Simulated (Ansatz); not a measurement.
Abridged output of a molecular run in Ansatz:

```
Functional definition: HF
1530 factors; integrals over basis functions are off by at most 9.0e-4 eV
mean field evaluation 1: about -81027.1400 eV, gradient 3.2e1 eV
mean field evaluation 2: about -81027.4219 eV, gradient 3.2e1 eV
mean field evaluation 4: about -81030.5350 eV, gradient 4.5e0 eV
mean field evaluation 8: about -81030.6130 eV, gradient 3.5e-1 eV
mean field -81030.61408435 eV, -2977.8201430771 hartree, gradient 9.4e-6 eV, S^2 0.000000; 0 other end points of the search recorded, 0 dependent functions left out
17 core orbitals not correlated: weight in the atoms' cores, before any rotation towards them, 1.000 or more for the frozen orbitals, at most 0.000 for the correlated occupied ones
reference -81030.61408435 eV, -2977.8201430771 hartree; 19, 19 occupied and 217, 217 virtual orbitals, 1530 factors
second order -23.91110851 eV of doubles, -0.00000000 eV of singles
cycle   1  -24.05659004 eV  change   -1.5e-1 eV  update   1.1e-1
cycle   2  -24.74198464 eV  change   -6.9e-1 eV  update   3.4e-2
cycle   3  -24.86081583 eV  change   -1.2e-1 eV  update   1.5e-2
cycle   4  -24.85036297 eV  change    1.0e-2 eV  update   4.0e-3
cycle   5  -24.85200256 eV  change   -1.6e-3 eV  update   1.8e-3
cycle   6  -24.85238220 eV  change   -3.8e-4 eV  update   4.1e-4
cycle   7  -24.85215491 eV  change    2.3e-4 eV  update   1.6e-4
cycle   8  -24.85213562 eV  change    1.9e-5 eV  update   5.4e-5
cycle   9  -24.85214737 eV  change   -1.2e-5 eV  update   2.0e-5
perturbative correction -1.12066793 eV, -0.0411837870 hartree
Total energy: -81056.58689966 eV, -2978.7746264344 hartree
```

Its atoms:

Z-matrix (Å, degrees):
```
Si
C 1 1.833
H 1 1.485 2 109.1
H 1 1.485 2 109.2 3 118.8
H 1 1.484 2 109.9 3 -120.6
C 2 1.294 1 154.1 3 121.4
C 2 1.546 1 144.6 3 -58.7
Br 6 1.837 2 147.1 1 -0.0
H 7 1.090 2 118.7 1 73.5
H 7 1.090 2 118.8 1 -73.4
```

Problem. Which basis set was used?
A. def2-TZVPP
B. def2-SVPD
C. def2-TZVPPD
D. cc-pV(D+d)Z

Solution. A. It gives 253 functions.

Problem. Write the keys of the input that set method, charge and spin (a neutral closed shell needs none for the last two).

Solution. 
```yaml
correlation: {method: ccsd_t}
```
